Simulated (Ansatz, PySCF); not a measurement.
Gas-phase reaction (SMILES): FB(Br)Br + 3 [H][H] (H2) -> B (BH3) + 2 Br (HBr) + F (HF); energy of full hydrogenation.

Structures are relaxed separately at B3LYP-D3(BJ)/def2-TZVP in Ansatz (a first-principles code). Valence correlation only, unless marked. Spin-orbit coupling is left out. Frozen are the shells of the preceding noble gas and the d and f shells that filled before the atom's block. No relativistic terms. CBS(X,Y): correlation extrapolated as X^-3; Hartree-Fock from the larger set (for Q and 5 zeta extrapolated as (X+1)exp(-9√X)). Thermal terms are rigid-rotor harmonic-oscillator values from B3LYP-D3(BJ) frequencies (Ansatz or PySCF) at 298.15 K and 1 atm. 1 Eh = 627.5095 kcal/mol.

```csv
species,"E, CCSD(T)/CBS(cc-pVQZ,cc-pV5Z) (Ansatz) (Eh)","E, PBE-D3(BJ)/def2-TZVPD (Ansatz + dftd3) (Eh)",H - E (Eh),G - E (Eh)
FB(Br)Br,-5270.07738,-5272.28690,0.01343,-0.02189
[H][H] (H2),-1.17453,-1.16598,0.01336,-0.00144
B (BH3),-26.54862,-26.55313,0.03008,0.00872
Br (HBr),-2573.28264,-2574.36932,0.00927,-0.01328
F (HF),-100.39528,-100.39533,0.01259,-0.00713
```

Q: Work out ΔE and ΔH, ΔG, ΔS and the equilibrium constant at 298.15 K at the first level, then ΔH at the second.

A: 
1. ΔE = [(-26.54862) + 2×(-2573.28264) + (-100.39528)] - [(-5270.07738) + 3×(-1.17453)] = 0.09179 Eh = 57.6 kcal/mol at CCSD(T)/CBS(cc-pVQZ,cc-pV5Z).
2. The terms H - E add up to 0.00770 Eh, so ΔH = (0.09179 + (0.00770))×627.5095 = 62.4 kcal/mol.
3. The terms G - E add up to 0.00124 Eh, so ΔG = 58.4 kcal/mol, and ΔS = (0.00770 - (0.00124))×627509.5/298.15 = 13.6 cal/(mol K).
4. log10 K = -ΔG/(RT ln 10) = -42.8, with RT ln 10 = 1.3642 kcal/mol.
5. At PBE-D3(BJ)/def2-TZVPD the same steps give ΔE = 61.3 and ΔH = 66.2 kcal/mol, a shift of +3.8 from the first level.
6. These values are not checked against measurement here, since the tables used lack a sound gas-phase enthalpy of formation for at least one species.
